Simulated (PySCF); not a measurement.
p-xylene (C8H10), singlet, geometry from GFN2-xTB. Base run: DF-PBE0/6-31G in PySCF.

The PySCF input:
```python
from pyscf import gto, scf, dft

mol = gto.M(
    atom='''
C     2.900103    0.104070    0.077873
C     1.403165    0.038320    0.031068
C     0.696808    0.629207   -1.008426
C    -0.684657    0.584877   -1.043000
C    -1.402531   -0.051771   -0.039134
C    -2.901081   -0.083318   -0.065428
C    -0.696232   -0.641430    1.001097
C     0.685231   -0.597064    1.035692
H     3.318995    0.126745   -0.925727
H     3.217876    1.010055    0.595618
H     3.309824   -0.749906    0.612485
H     1.235511    1.127685   -1.802267
H    -1.213644    1.049187   -1.863640
H    -3.278534   -0.985517    0.410767
H    -3.301989    0.775245    0.474933
H    -3.272558   -0.041065   -1.086788
H    -1.234733   -1.144207    1.792360
H     1.214417   -1.065577    1.853812
''',
    basis='6-31g',
    charge=0,
    spin=0,
    verbose=4,
)

mf = dft.RKS(mol)
mf.xc = 'pbe0'
mf = mf.density_fit(auxbasis='def2-universal-jkfit')
mf.kernel()
```

Each row names what was changed in the base input (with any setting that the change needs).

| change | basis functions | E (Eh) | HOMO (eV) | HOMO-LUMO gap (eV) | dipole (D) | core-seconds (rough) |
|---|---|---|---|---|---|---|
| base | 92 | -310.43303 | -6.42 | 6.86 | 0.11 | 6 |
| basis = STO-3G | 50 | -306.78090 | -4.98 | 7.97 | 0.08 | 4 |
| basis = 3-21G | 92 | -308.80281 | -6.51 | 6.96 | 0.12 | 6 |
| basis = pcseg-0 | 92 | -309.72719 | -6.75 | 6.89 | 0.12 | 8 |
| basis = 6-31G* | 132 | -310.49736 | -6.39 | 6.77 | 0.09 | 10 |
| basis = pc-1 | 162 | -310.44330 | -6.70 | 6.61 | 0.12 | 10 |
| basis = pcseg-1 | 162 | -310.43796 | -6.69 | 6.61 | 0.12 | 10 |
| basis = def2-SVP | 162 | -310.28262 | -6.60 | 6.68 | 0.12 | 10 |
| basis = 6-31G** | 162 | -310.51196 | -6.39 | 6.75 | 0.10 | 10 |
| basis = 6-31+G* | 164 | -310.50596 | -6.59 | 6.54 | 0.09 | 10 |
| basis = 6-311G** | 204 | -310.57287 | -6.58 | 6.63 | 0.09 | 20 |
| basis = def2-SVPD | 240 | -310.29427 | -6.66 | 6.53 | 0.08 | 20 |
| basis = 6-311++G** | 246 | -310.57558 | -6.63 | 6.48 | 0.09 | 20 |

Totals compare only among sets that treat the same electrons; sets with core potentials leave the core out.
